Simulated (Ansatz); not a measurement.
Basis sets compared for PdAu2. Charge 0, multiplicity 1. Geometry PBE-D4/def2-TZVP. Ansatz on 4 threads of Arm Neoverse N1 on a shared host; times are rough, and most runs start from earlier orbitals.

Cartesian coordinates in Å:
```
Pd 0.143 0.895 1.190
Au 1.266 -0.533 -0.692
Au -1.410 -0.362 -0.498
```

In the def2 sets Au, Pd take a core potential; there is no spin–orbit coupling. The structure comes from a short search, and lower isomers may exist.

Binding counts from free atoms (Pd singlet, Au doublet) in the same basis, without a counterpoise term.

| level | functions | energy (Eh) | HOMO (eV) | LUMO (eV) | binding per atom (eV) | wall time |
| --- | --- | --- | --- | --- | --- | --- |
| PBE-D4/def2-SVP | 95 | -399.4864 | -4.77 | -4.03 | 1.44 | 1.6 s |
| PBE-D4/def2-TZVP (with forces) | 120 | -399.5340 | -4.79 | -4.07 | 1.46 | 2.6 s |
| r2SCAN-D4/def2-TZVP | 120 | -399.5780 | -4.85 | -3.91 | 1.50 | 4.5 s |
| PBE0-D4/def2-SVP | 95 | -399.3516 | -5.92 | -3.19 | 1.21 | 2.8 s |
| PBE0-D4/def2-TZVP | 120 | -399.3976 | -5.91 | -3.20 | 1.23 | 4.3 s |

Question: Estimate the rows for PBE-D4/def2-TZVPD, r2SCAN-D4/def2-TZVPD, PBE0-D4/def2-TZVPD.

Answer: 
```csv
level,functions,energy (Eh),HOMO (eV),LUMO (eV),binding per atom (eV),wall time
PBE-D4/def2-TZVPD,126,-399.5352,-4.78,-4.06,1.47,2.3 s
r2SCAN-D4/def2-TZVPD,126,-399.5792,-4.85,-3.90,1.51,4.9 s
PBE0-D4/def2-TZVPD,126,-399.3987,-5.91,-3.19,1.24,3.1 s
```
